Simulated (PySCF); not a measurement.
## B2H2O4

The system: B2H2O4, a small molecule; neutral, singlet. The structure, one conformer, was relaxed in the gas phase by PBE0-D3(BJ)/def2-SVP. No frequency run checks that it is a minimum.

SMILES: OB1OB(O)O1

```xyz
8

O     0.246   -0.897   -2.038
B     0.097   -0.366   -0.822
O    -0.977   -0.430    0.080
B    -0.085    0.358    0.816
O    -0.235    0.889    2.032
O     0.989    0.421   -0.086
H    -0.528   -1.400   -2.314
H     0.537    1.397    2.305
```
(Å; atoms numbered from 1)

Shieldings: GIAO PBE0/pcSseg-2. Shifts are against computed references at the same level: H TMS (σ 31.24 ppm). Core levels by delta-SCF with SCAN, pcX-2 on the ionised atom and pcseg-1 elsewhere, spin-free X2C; from the vacuum level, for chosen atoms.

(1) Give the shieldings and core levels atom by atom.

(2) Which of O3, O5 holds its core electrons tightest, and by how much against the loosest?

(3) By CAM-B3LYP/def2-SVPD (TDDFT singlets, Tamm-Dancoff triplets, ionisation by delta-SCF), where does absorption start, and what does vertical ionisation take?

Results:

(1) 
```csv
atoms,bonded to,σ (ppm),δ (ppm),core level (eV)
O1 O5,1 B + 1 H,243.8,-,1s 540.13
B2 B4,3 O,76.0,-,1s 199.12
O3 O6,2 B,177.9,-,1s 538.90
H7 H8,1 O,27.51,3.74,-
```

Values are those of this one static structure; atoms that internal rotation interchanges would show their mean in an NMR spectrum.

(2) O5 (bonded to 1 B + 1 H), by 1.23 eV over O3 (bonded to 2 B).

(3) The first singlet with intensity lies at 8.67 eV (f 0.016); what lies below it is dark. The lowest singlet lies at 8.08 eV (f 0.000), the strongest of the first 6 at 8.69 eV (f 0.047), the lowest triplet at 7.93 eV; vertical ionisation takes 12.20 eV.
